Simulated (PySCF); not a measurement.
# What a mistake does to a calculation on B2ClH2

All numbers below are calculated, not measured. The program is PySCF 2.14.0, an open-source quantum chemistry code, run on an isolated molecule that a program drew, which may never have been made. The molecule is B2ClH2 (charge 0, doublet), drawn as the SMILES string `[BH]BCl`.

Each row is a Hartree-Fock (HF) and frozen-core CCSD(T) single point in the cc-pV(D+d)Z basis, meant for a local HF minimum. Run 1 is clean. Each other run has one planted mistake out of seven kinds, and not every kind appears here: one electron removed, one electron added, multiplicity raised by two, geometry at a saddle point, minimal basis STO-3G, one bond length entered in bohr, all coordinates scaled. The reference is restricted for singlets and unrestricted otherwise, and also for a bond in bohr. Adding or removing an electron swaps singlet and doublet. Electrons count all cores. HOMO and LUMO are orbital energies over both spins, the gradient is its largest component, and the lowest frequency (negative if imaginary) is given only where the gradient is small. Bond lengths are over the 4 bonds as drawn. T1 is the CCSD diagnostic: over 0.02 (restricted) or 0.045 (unrestricted) a single reference is doubtful.

Geometry of the clean run:
```xyz
5
B2ClH2, angstrom
B    -2.2585    2.2992    0.4824
B    -1.7900    1.3624    1.7078
Cl   -0.4523    0.2026    1.4784
H    -2.6112    2.9906   -0.4073
H    -2.3069    1.4095    2.7839
```

| run | electrons | basis functions | <S^2> | HOMO (eV) | LUMO (eV) | gradient (hartree/bohr) | lowest frequency (cm^-1) | mean bond (Å) | longest bond (Å) | T1 | HF (hartree) | CCSD(T) (hartree) | mistake |
|---|---|---|---|---|---|---|---|---|---|---|---|---|---|
| 1 | 29 | 61 | 0.758 | -8.91 | 1.05 | 8.4e-06 | 221 | 1.4432 | 1.785 | 0.0164 | -509.99774 | -510.32260 | no fault |
| 2 | 29 | 61 | 3.771 | -8.54 | -2.31 | 4.4e-02 | - | 1.4432 | 1.785 | 0.0482 | -509.84664 | -510.17789 | multiplicity raised by two |
| 3 | 29 | 21 | 0.756 | -7.39 | 4.70 | 2.3e-02 | - | 1.4432 | 1.785 | 0.0170 | -504.41913 | -504.51241 | minimal basis STO-3G |
| 4 | 30 | 61 | 0.000 | -0.62 | 7.77 | 4.7e-02 | - | 1.4432 | 1.785 | 0.0151 | -509.98728 | -510.35000 | one electron added |
| 5 | 28 | 61 | 0.000 | -17.56 | -7.20 | 5.8e-02 | - | 1.4432 | 1.785 | 0.0251 | -509.70227 | -510.01746 | ? |
| 6 | 29 | 61 | 0.759 | -8.91 | 0.91 | 3.2e-02 | - | 1.5384 | 1.903 | 0.0180 | -509.98210 | -510.30992 | ? |

**Which mistake was planted in run 5, and what did it cost?**

It counts 28 electrons, one fewer than the clean run, at the same geometry and basis. So the mistake is: one electron removed. Subtracting run 1 and multiplying by 627.51 kcal/mol a hartree, the energy moved by 185.4 kcal/mol in HF and 191.5 kcal/mol in CCSD(T).

**Which mistake was planted in run 6, and what did it cost?**

The mean and the longest bond both change by the same factor, 1.066, and the gradient is no longer small. So the mistake is: all coordinates scaled. Subtracting run 1 and multiplying by 627.51 kcal/mol a hartree, the energy moved by 9.8 kcal/mol in HF and 8.0 kcal/mol in CCSD(T).

Cautions from the logs. Run 2: T1 is over the limit, so its CCSD(T) energy is less reliable; run 5: T1 is over the limit, so its CCSD(T) energy is less reliable.
